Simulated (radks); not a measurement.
The numbers below are computed, except where a source is named.
Numerical settings for neutral germanium, [Ar] 3d10 4s2 4p2. Level of theory: scalar-relativistic Kohn-Sham, r2SCAN, spin-polarised, spherical densities, finite nucleus; open shells are filled with parallel spins first; meta-GGA in the generalised Kohn-Sham scheme; Fermi nuclear charge, rms radius 4.0742 fm (a radial shooting solver on a logarithmic mesh with Libxc functionals). The defaults (mesh step 0.008 in ln r, mesh end at 40 bohr or more with all orbitals vanishing there, Anderson mixing 0.5 over 9 steps, residual threshold near 1e-9 with the energy settled to 1e-9 hartree or 1e-11 of itself, here a cap of 90 iterations) give E = -2099.200 hartree and 4p at -4.667 eV in 13 iterations. Run on one thread of a shared host, so times are rough (Arm Neoverse N1): 0.23 s of CPU time, 0.23 s wall, 13 iterations on 2381 mesh points. Changes against that run (0 stands for a change within the tolerance of the run):

setting                    iterations         converged  E (mhartree)  e(4p) (meV)  CPU (s)
mesh step in ln r 0.08             24                no      diverged            -     0.13
mesh step in ln r 0.012            12               yes             0            0     0.15
mesh step in ln r 0.003            18               yes             0     +0.00312     0.75
mesh end (bohr) 5                  12               yes         +89.5    +2.34e+03      0.2
mesh end (bohr) 1                  11  level above zero     +1.32e+05    +7.09e+05     0.14
residual threshold 0.01            10               yes             0       +0.173     0.19
residual threshold 0.001           10               yes             0       +0.173     0.19
mixing 0.01                        45               yes             0     +0.00763      0.7
linear mixing, mixing 0.2          62               yes             0            0     0.84
linear mixing, mixing 0.8          20                no      diverged            -     0.39
mixing history 3                   17               yes             0      +0.0123     0.28
iteration cap 2                     2                no          +441    -5.44e+03     0.05

Settled on a wrong energy, with an occupied level pushed above zero by the early mesh end: mesh end (bohr) 1 (+132 hartree). Apart from these: settings that end as converged yet miss the energy by more than 1 mhartree: mesh end (bohr) 5 (+0.0895 hartree). A mesh that ends early acts as a hard wall.
